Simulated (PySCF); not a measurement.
Computed magnetic data of one metal complex (SC-NEVPT2 in the d shell, PySCF, with spin-orbit coupling):

| T / K | χT / cm³ K mol⁻¹ | μeff / μB |
| --- | --- | --- |
| 2 | 1.970 | 3.97 |
| 5 | 2.007 | 4.01 |
| 10 | 2.030 | 4.03 |
| 20 | 2.070 | 4.07 |
| 30 | 2.108 | 4.11 |
| 50 | 2.186 | 4.18 |
| 75 | 2.281 | 4.27 |
| 100 | 2.368 | 4.35 |
| 150 | 2.506 | 4.48 |
| 200 | 2.596 | 4.56 |
| 250 | 2.655 | 4.61 |
| 300 | 2.696 | 4.64 |

Powder magnetisation at 2 K: 0.81 μB at 0.5 T, 1.35 μB at 1 T, 1.78 μB at 2 T, 1.91 μB at 3 T, 1.99 μB at 5 T, 2.02 μB at 7 T.

**Question.** Which of these complexes, all computed at model or optimised geometries, gave the data?
A. [Ni(NH3)2]2+ (d8, linear)
B. [Ni(NH3)4]2+ (d8, tetrahedral)
C. V(NH2)3 (d2, trigonal planar)
D. CrCl4 (d2, tetrahedral)

**Answer.** A. [Ni(NH3)2]2+ (d8, linear) has NEVPT2: 2S+1 = 3, 4.64 μB at 300 K, 4.03 μB at 10 K, 2.02 μB at 7 T. The others: V(NH2)3 (d2, trigonal planar) has NEVPT2: 2S+1 = 3, 2.81 μB at 300 K, 2.63 μB at 10 K, 1.54 μB at 7 T; [Ni(NH3)4]2+ (d8, tetrahedral) has NEVPT2: 2S+1 = 3, 4.20 μB at 300 K, 0.94 μB at 10 K, 0.14 μB at 7 T; CrCl4 (d2, tetrahedral) has NEVPT2: 2S+1 = 3, 2.79 μB at 300 K, 2.75 μB at 10 K, 1.93 μB at 7 T.

On [Ni(NH3)2]2+: The geometry is a model, and the complex may not exist in this form.
